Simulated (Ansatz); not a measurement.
Relaxation of C3H8FGaSi (14 atoms, charge 0, multiplicity 1), to a largest force component of 0.015 eV/Å in at most 40 steps.

Computed with RKS B3LYP-D4/def2-SVP in Ansatz.

```xyz
14
Properties=species:S:1:pos:R:3:forces:R:3
C 0.220 0.675 1.829 -1.58 2.89 -1.12
C 1.088 0.402 0.651 0.03 2.39 0.39
F 1.889 -0.650 0.964 1.07 -1.43 0.15
Ga 1.748 -0.171 -1.394 -0.03 -0.38 -0.66
C -0.585 0.211 -1.604 -1.51 -0.98 0.81
Si -0.901 -1.593 -1.370 -0.20 0.39 -0.81
H 0.796 1.008 2.711 0.11 -0.29 -0.01
H -0.406 -0.155 2.051 -0.72 -1.08 0.56
H -0.497 1.575 1.583 1.14 -1.50 0.34
H 1.709 1.296 0.425 0.15 -0.11 0.46
H -0.390 0.433 -2.633 -0.23 0.61 -1.26
H -1.462 0.796 -1.242 1.23 0.49 0.65
H 0.173 -2.196 -0.592 0.29 -0.56 0.73
H -0.902 -2.272 -2.691 0.24 -0.42 -0.24
```

Task: Where does it end, and by what steps?

Result: The run converged. The force dipped under the threshold on the way, but the program's further checks kept it going. After 34 steps the energy has fallen by 3.097 eV; H13 moved furthest, 2.11 Å. Joined: Ga4–Si6.

```tsv
step	energy less start (eV)	largest force component (eV/Å)	accepted
0	0.0000	2.891	yes
2	-1.3231	1.319	yes
4	-2.1278	0.926	yes
6	-2.4885	1.046	yes
8	-2.5815	0.330	yes
10	-2.6238	0.338	yes
12	-2.6466	0.166	yes
14	-2.6716	0.269	yes
16	-2.6974	0.235	yes
18	-2.7206	0.357	yes
20	-2.7846	0.434	yes
22	-2.8286	0.401	yes
24	-2.8706	0.265	yes
26	-2.9623	0.772	yes
28	-3.0743	0.337	yes
30	-3.0940	0.125	yes
32	-3.0969	0.041	yes
34	-3.0971	0.007	yes
```

```xyz
14
Properties=species:S:1:pos:R:3
C 0.546 1.100 2.010
C 1.478 0.623 0.909
F 2.549 -0.067 1.475
Ga 0.551 -0.511 -0.461
C -1.040 -0.183 -1.695
Si -0.396 -1.951 -2.039
H 1.103 1.709 2.742
H 0.093 0.257 2.556
H -0.264 1.718 1.593
H 1.898 1.493 0.369
H -1.076 0.551 -2.514
H -1.986 -0.154 -1.126
H -1.297 -3.117 -1.793
H 0.318 -2.109 -3.340
```

Whether the end is a true minimum wasn't checked by a vibrational analysis.

The run took 93 s on 2 threads of AMD EPYC 9R45 96-Core Processor (Zen 5), with other jobs on the host, peak memory 0.48 GiB.
